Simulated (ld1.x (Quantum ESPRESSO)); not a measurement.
**Building the PAW potential for P (PBEsol, scalar-relativistic).**

ld1.x (Quantum ESPRESSO) 7.5 input, shortened:

```
&input
   title='P', zed=15., rel=1, dft='PBESOL', iswitch=3,
   config='[Ne] 3s2 3p3'
 /
 &inputp
   pseudotype=3, lpaw=.true., tm=.true., lloc=-1, rcloc=1.30,
   nlcc=.false.,
   which_augfun='PSQ', rmatch_augfun=0.95
 /
4
3S  1  0   2.00   0.00  1.65  1.75  0.0
3S  1  0   0.00  -0.05  1.65  1.75  0.0
3P  2  1   3.00   0.00  1.05  1.25  0.0
3P  2  1   0.00   4.70  1.05  1.25  0.0
 &test
   configts(1)='3s2 3p3'
 /
```

All-electron outer shells of the reference configuration (PBEsol, scalar-relativistic, ld1.x):

| shell | level (eV) | outermost node (bohr) | outermost maximum (bohr) |
| --- | --- | --- | --- |
| 2s | -173.57 | 0.14 | 0.42 |
| 2p | -124.33 | – | 0.36 |
| 3s | -13.92 | 0.66 | 1.58 |
| 3p | -5.48 | 0.64 | 1.83 |

**Question.** Does the generator finish with these settings?

**Answer.** Yes, a potential is produced and its reference levels are reproduced.

**Question.** Estimate the cutoffs (Ry, on a coarse ladder) from which the occupation-weighted sum of valence levels, in a spherical-Bessel basis at the reference potential, stays within 10 and 1 mRy of its value at 400 Ry.

**Answer.** 25 Ry and 40 Ry.

**Question.** What does a ghost test show?

**Answer.** No extra level below or beside the all-electron valence levels (s, p, d, f tested).

**Question.** Is the overlap operator S = 1 + Σ q|β⟩⟨β| positive definite (Bessel basis up to 400 Ry)?

**Answer.** Yes: its lowest eigenvalue is 0.41 (s channel).

**Question.** Which valence shell sets the plane-wave cutoff?

**Answer.** 3p: its level needs 30 Ry to come within 1 mRy, against 8 Ry for 3s.

Its largest configuration-test error is +1.6 meV (3s2 3p2). Test run stopped at test 2 of 7 (negative rho).
